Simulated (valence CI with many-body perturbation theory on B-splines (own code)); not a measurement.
**Sc15+: magnetic and hyperfine properties of the levels**

Computed by configuration interaction combined with many-body perturbation theory (CI+MBPT): four valence electrons over a frozen Dirac-Fock core [He], radial functions for each j: 11 s, 11 p, 10 d, 8 f, 5 g, 2 h, with the one-electron correlation potential Σ1 (screened to all orders), the two-electron term Σ2, the three-electron term Σ3, Breit, model QED; selected single and double excitations, second order for the rest, scaled by the run's own slope (own B-spline code, finite nucleus).

No measured spectrum was set against this ion. As an estimate, levels of excited configurations hold to 0.05 to 0.15 % of their energy, terms of the ground configuration to about 0.5 %. Among the levels kept, up to 890 cm⁻¹ of a level comes from second order outside the variational space, and about a tenth of that is noise between levels of different J, which matters for small intervals.

A/g_I is the dipole constant over the nuclear g factor μ/I (μ in nuclear magnetons, uniformly magnetised nucleus), B/Q the quadrupole constant per barn. Both hold the static response of the core; the bare values leave it out. Large factors of s and p1/2 electrons are usually good to 5 to 10 %; those of open d and f shells near neutrality can be off by tens of per cent, and small factors of p3/2, d and f electrons come from cancelling terms and can be off by a factor of two or in sign, in half-filled shells by more. B is blank for J = 1/2, where it vanishes, and for nearly pure S terms. Energies count from the lowest level. Levels with J = 0 are left out.

Names give the largest LS component (configuration and term), which can be under half, so a name can repeat, a term be missing and a line seem to break the LS rules; names also repeat where a configuration has a term twice.

| Level | E (eV) | g | A/g_I (MHz) | A/g_I bare | B/Q (MHz/b) | B/Q bare |
| --- | --- | --- | --- | --- | --- | --- |
| 2s2 2p2 3P_1 | 2.85 | 1.499 | -808 | 744 | 12600 | 12700 |
| 2s2 2p2 3P_2 | 5.58 | 1.460 | 19900 | 21100 | -19900 | -20100 |
| 2s2 2p2 1D_2 | 15.32 | 1.036 | 22500 | 22700 | 44800 | 45100 |
| 2s 2p3 5S°_2 | 37.61 | 1.995 | 57300 | 58300 |  |  |
| 2s 2p3 3D°_2 | 66.55 | 1.189 | 38600 | 38200 | 22300 | 22400 |
| 2s 2p3 3D°_1 | 66.68 | 0.545 | -35600 | -34500 | 11900 | 12000 |
| 2s 2p3 3D°_3 | 67.22 | 1.332 | 60200 | 59500 | -137 | -144 |
| 2s 2p3 3P°_1 | 78.18 | 1.460 | 80700 | 79700 | -12100 | -12200 |
| 2s 2p3 3P°_2 | 78.69 | 1.470 | 63000 | 62300 | -22000 | -22200 |
| 2s 2p3 3S°_1 | 97.06 | 1.926 | -50400 | -44400 |  |  |
| 2s 2p3 1D°_2 | 97.49 | 1.007 | 28300 | 28200 | -813 | -797 |
| 2s 2p3 1P°_1 | 108.81 | 1.062 | 15900 | 16500 | 461 | 453 |
| 2p4 3P_2 | 147.32 | 1.477 | 11200 | 13600 | 21500 | 21600 |
| 2p4 3P_1 | 151.46 | 1.499 | -3390 | -760 | -12100 | -12200 |
| 2p4 1D_2 | 159.44 | 1.019 | 27900 | 27900 | -46100 | -46400 |
| 2s2 2p 3s 3P°_1 | 570.80 | 1.419 | 65200 | 64100 | -6910 | -6950 |
| 2s2 2p 3s 3P°_2 | 575.69 | 1.499 | 26800 | 27100 | 26000 | 26200 |
| 2s2 2p 3s 1P°_1 | 578.04 | 1.077 | 6360 | 7640 | 19900 | 20000 |
| 2s2 2p 3p 3D_1 | 586.79 | 0.731 | 45400 | 44600 | -2930 | -2940 |
| 2s2 2p 3p 1P_1 | 590.11 | 1.081 | -1230 | -1350 | 1750 | 1760 |
| 2s2 2p 3p 3D_2 | 590.26 | 1.175 | 20300 | 20400 | 8900 | 8950 |
| 2s2 2p 3p 3D_3 | 594.34 | 1.333 | 9780 | 10400 | 33100 | 33300 |
| 2s2 2p 3p 3P_1 | 594.40 | 1.454 | 3150 | 4460 | -1720 | -1730 |
| 2s2 2p 3p 3S_1 | 596.21 | 1.730 | 14300 | 15600 | 6490 | 6530 |
| 2s2 2p 3p 3P_2 | 596.90 | 1.447 | 16300 | 17000 | -4480 | -4500 |
| 2s2 2p 3p 1D_2 | 602.01 | 1.041 | 14600 | 14700 | 27800 | 27900 |
| 2s 2p2 3s 5P_1 | 606.64 | 2.489 | 106000 | 105000 | -2550 | -2570 |
| 2s2 2p 3d 3F°_2 | 607.84 | 0.751 | 20300 | 19900 | 4370 | 4420 |
| 2s 2p2 3s 5P_2 | 608.79 | 1.830 | 61500 | 61100 | 26100 | 26300 |
| 2s2 2p 3d 3F°_3 | 610.09 | 1.101 | 11900 | 11900 | 7110 | 7190 |
| 2s2 2p 3d 1D°_2 | 610.93 | 1.082 | -5960 | -6110 | -10200 | -10200 |
| 2s 2p2 3s 5P_3 | 611.33 | 1.662 | 62000 | 61700 | -25900 | -26100 |

Take the isotope of mass number 45, with I = 7/2, μ = 4.754 μN and Q = -0.22 b. What is the hyperfine structure of 2s 2p3 3D°_1?

From the table A = -48400 MHz, B = -2620 MHz. Shifts from the centre of gravity in MHz: F = 5/2: 216000, F = 7/2: 50300, F = 9/2: -170000.
